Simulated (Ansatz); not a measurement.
`[OH][Ti]([F])([F])[F]` + HBr → `[F][Ti]([F])([F])[Br]` + H₂O at 400 K and 1 bar (ligand exchange at a Ti–O bond).

Isolated molecules relaxed with PBE0-D4/def2-TZVP in Ansatz; ΔE leaves out vibrations. CCSD(T)/CBS is the MP2 limit (def2-TZVPP, def2-QZVPP) plus CCSD(T) − MP2 in def2-TZVPP, frozen cores. This one scheme is used for every species. For Br, Ti outer-core shells are correlated without core-valence functions, which leaves a few kJ/mol of doubt a bond. Scalar relativity is left out up to krypton. Each species was taken in one conformer, which may not be the lowest.

```csv
species,CCSD(T)/CBS energy (Eh),H − E (kJ/mol),S (J/(mol·K))
`[OH][Ti]([F])([F])[F]`,-1224.33935,82.5,379.7
HBr,-2573.91920,27.6,207.2
`[F][Ti]([F])([F])[Br]`,-3721.88725,50.3,367.9
H₂O,-76.37941,69.8,198.6
```

H − E and S are ideal-gas, rigid-rotor, harmonic terms from PBE0-D4/def2-TZVP, for one conformer and one mirror image of each species. 1 Eh = 2625.50 kJ/mol, R = 8.31446 J/(mol·K).

Question: By hand: ΔE, ΔH, ΔS and ΔG.

Answer: ΔE = (-3721.88725) + (-76.37941) − (-1224.33935) − (-2573.91920) = -0.00811 Eh = -21.3 kJ/mol. Δ(H − E) = 50.3 + 69.8 − 82.5 − 27.6 = 10.0, so ΔH = -11.3 kJ/mol. ΔS = 367.9 + 198.6 − 379.7 − 207.2 = -20.4 J/(mol·K). ΔG = -11.3 − 400 × (-20.4)/1000 = -3.1 kJ/mol.

Question: By hand: the equilibrium constant, and the temperature at which ΔG would vanish if ΔH and ΔS stayed fixed.

Answer: log₁₀ K = −ΔG/(RT ln 10) = 0.4. ΔG = 0 at ΔH/ΔS = 554 K.

TΔS isn't small against ΔH here. The sign of ΔG lies within the doubt. A doubt of 5 kJ/mol in ΔE shifts log₁₀ K by 0.7 here. Other conformers and mirror images would add mixing entropy, several J/(mol·K) or more a flexible species. These are equilibria of isolated gas molecules and say nothing of rates. Largest T1 diagnostic: 0.023 (customary marks: 0.02 for closed shells, 0.045 for open ones).
